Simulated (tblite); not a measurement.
[C16H12N]+ (charged doped PAH), SMILES C[n+]1c2ccccc3cccc4ccc1c4c32 at step 3 of a GFN2-xTB optimisation (tblite, gas phase), coordinates in Å:

```
  1 C     0.0720   -3.4156   -0.3577
  2 N    -0.0847   -1.9648   -0.2319
  3 C     0.8942   -1.0351    0.0417
  4 C     2.2400   -1.2999    0.2466
  5 C     3.2592   -0.3973    0.5258
  6 C     3.2084    0.9894    0.6659
  7 C     2.1482    1.8726    0.5745
  8 C     0.7843    1.6496    0.3145
  9 C    -0.0542    2.8383    0.2977
 10 C    -1.3980    3.0254    0.0847
 11 C    -2.4332    2.1017   -0.1975
 12 C    -2.2922    0.7519   -0.3160
 13 C    -3.2514   -0.2781   -0.5944
 14 C    -2.6564   -1.5148   -0.6285
 15 C    -1.2668   -1.3143   -0.3632
 16 C    -1.0448    0.0552   -0.1720
 17 C     0.2819    0.3221    0.0850
 18 H     0.7674   -3.6334   -1.1715
 19 H    -0.8740   -3.9356   -0.5760
 20 H     0.4649   -3.8171    0.5791
 21 H     2.5520   -2.3338    0.1927
 22 H     4.2507   -0.8295    0.6518
 23 H     4.1571    1.4659    0.8879
 24 H     2.4232    2.9039    0.7356
 25 H     0.4762    3.7782    0.4921
 26 H    -1.7541    4.0506    0.1356
 27 H    -3.4268    2.4983   -0.3289
 28 H    -4.2903   -0.0826   -0.7555
 29 H    -3.1529   -2.4516   -0.8176
```

(1) What are the forces on the atoms (eV/Å)?

Answers

(1) 
```
  1 C     0.16    0.42    0.07
  2 N     0.08   -0.32    0.00
  3 C     0.18    0.57    0.09
  4 C     0.08   -0.21    0.02
  5 C     0.01   -0.03   -0.02
  6 C    -0.04   -0.07    0.00
  7 C    -0.07    0.04    0.01
  8 C     0.05   -0.35   -0.03
  9 C    -0.01   -0.30   -0.03
 10 C     0.10   -0.14    0.00
 11 C    -0.18   -0.11   -0.03
 12 C    -0.09    0.05    0.00
 13 C    -0.15    0.03   -0.04
 14 C     0.24   -0.03    0.05
 15 C    -0.08    0.09    0.00
 16 C    -0.09    0.13   -0.02
 17 C    -0.12    0.04   -0.03
 18 H     0.02   -0.03    0.08
 19 H     0.24    0.61    0.11
 20 H     0.04   -0.02   -0.07
 21 H    -0.06   -0.10   -0.03
 22 H    -0.25    0.03   -0.03
 23 H    -0.01   -0.11   -0.02
 24 H    -0.02    0.14    0.01
 25 H     0.00   -0.52   -0.06
 26 H     0.19   -0.07    0.02
 27 H    -0.11    0.18    0.00
 28 H    -0.18   -0.02   -0.03
 29 H     0.07    0.10    0.02
```
